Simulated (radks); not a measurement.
Problem. All-electron atom: Sc III in [Ne] 3s2 3p5.5 3d1 4f0.5 (fractional occupations, a model configuration). Method: Dirac Kohn-Sham, BLYP, spin-unpolarised, spherical densities, point nucleus; open shells fill j = l - 1/2 first; computed with a radial shooting solver on a logarithmic mesh with Libxc functionals. Some entries of the table are withheld. Estimate them.

orbital  occ.  eigenvalue (eV)  <r^2> (bohr^2)  <1/r> (bohr^-1)
1s1/2       2        -4422.299        0.007174            20.77
2s1/2       2        -497.1428          0.1396            4.307
2p1/2       2        -414.4833             (1)            4.238
2p3/2       4        -409.8284             (2)            4.189
3s1/2       2         -76.2748           1.301            1.323
3p1/2       2              (3)           1.521            1.204
3p3/2     3.5              (4)           1.540            1.195
3d3/2       1         -23.0167           2.633           0.8948
3d5/2       0         -22.9749           2.642           0.8930
4s1/2       0         -18.7068           9.655           0.4540
4p1/2       0         -14.2258           13.10           0.3901
4p3/2       0         -14.1573           13.22           0.3881
4d3/2       0          -8.3651             (5)           0.2781
4d5/2       0          -8.3593             (6)           0.2778
4f5/2     0.5          -5.3794             (7)           0.1776
4f7/2       0          -5.3794             (8)           0.1776

Solution. 
(1) 2p1/2 <r^2> (bohr^2): 0.1156
(2) 2p3/2 <r^2> (bohr^2): 0.1174
(3) 3p1/2 eigenvalue (eV): -55.0348
(4) 3p3/2 eigenvalue (eV): -54.4996
(5) 4d3/2 <r^2> (bohr^2): 27.23
(6) 4d5/2 <r^2> (bohr^2): 27.27
(7) 4f5/2 <r^2> (bohr^2): 46.07
(8) 4f7/2 <r^2> (bohr^2): 46.08
